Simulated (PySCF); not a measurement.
**Charge-transfer reorganisation: SMILES F[C@H]1COC2=C1C=CC2, C$_{7}$H$_{7}$FO**

Geometry (Å), atoms numbered from 1 in this order:
```xyz
16

F    -1.6456    2.2283   -0.1946
C    -1.3551    1.0455    0.5126
C    -1.8656   -0.1974   -0.2708
O    -0.7233   -0.8505   -0.8983
C     0.3490   -0.2774   -0.3151
C     0.1079    0.7508    0.5483
C     1.3946    1.2501    1.0341
C     2.3965    0.5074    0.4725
C     1.8137   -0.5499   -0.4563
H    -1.8630    1.1522    1.4977
H    -2.3372   -0.9418    0.4076
H    -2.5822    0.0964   -1.0651
H     1.5334    2.0841    1.7387
H     3.4759    0.6261    0.6468
H     2.0860   -1.5876   -0.1518
H     2.1614   -0.4313   -1.5094
```

The calculation used UKS PBE/def2-SV(P) four-point reorganisation energy, gas phase (PySCF). Geometry: PBE/def2-SV(P).

What is the inner reorganisation energy for hole transfer, with the ionisation energy?

λ = 0.236 (surface of the oxidised species) + 0.250 (surface of the starting species) = 0.486 eV. The ionisation energy is 7.58 eV vertical and 7.34 eV adiabatic without zero-point energy; at the relaxed geometry of the oxidised species the two energies differ by 7.09 eV. Largest bond changes: O4–C5 1.349 → 1.297 Å, C6–C7 1.463 → 1.414 Å, C5–C6 1.364 → 1.411 Å, C7–C8 1.368 → 1.407 Å, C3–O4 1.458 → 1.492 Å. ⟨S²⟩ of the relaxed oxidised species 0.756.
